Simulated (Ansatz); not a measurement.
Molecule: C4H8F, net charge 0, doublet state. It need not be the lowest isomer of its formula. SMILES: CCC[CH]F
Coordinates optimised at B3LYP-D3(BJ)/def2-TZVP (Ansatz, a program for electronic structure):
```xyz
13

C      2.3583     0.0081     0.0880
C      0.9293    -0.4934    -0.0917
C     -0.0764     0.6623    -0.2804
C     -1.4796     0.2271    -0.4305
F     -2.0400    -0.3366     0.6674
H      2.6869     0.5841    -0.7805
H      2.4400     0.6553     0.9644
H      3.0550    -0.8214     0.2204
H      0.6268    -1.0828     0.7768
H      0.8726    -1.1596    -0.9570
H      0.0014     1.3409     0.5768
H      0.1950     1.2399    -1.1690
H     -1.9075    -0.1521    -1.3512
```
Charge 0, spin multiplicity 2.

Parts of the frozen-core correlation energy in cc-pVTZ (Ansatz, hartree). Frozen orbitals: 5; correlated occupied orbitals by spin: 16 and 15; virtual: 241 and 242. UHF or UKS for open shells. No spin-orbit coupling. No relativistic terms.

| term | value |
|---|---|
| reference (HF) | -255.61425 |
| MP2 opposite-spin | … |
| MP2 same-spin | -0.21476 |
| CCSD correlation | … |
| (T) | … |
| T1 diagnostic | 0.012 |
| largest doubles amplitude | 0.009 |
| <S^2> of the reference | 0.762 |

Problem. Fill in the missing entries.

Solution. 
- MP2 opposite-spin, value: -0.70351
- CCSD correlation, value: -0.96565
- (T), value: -0.03498
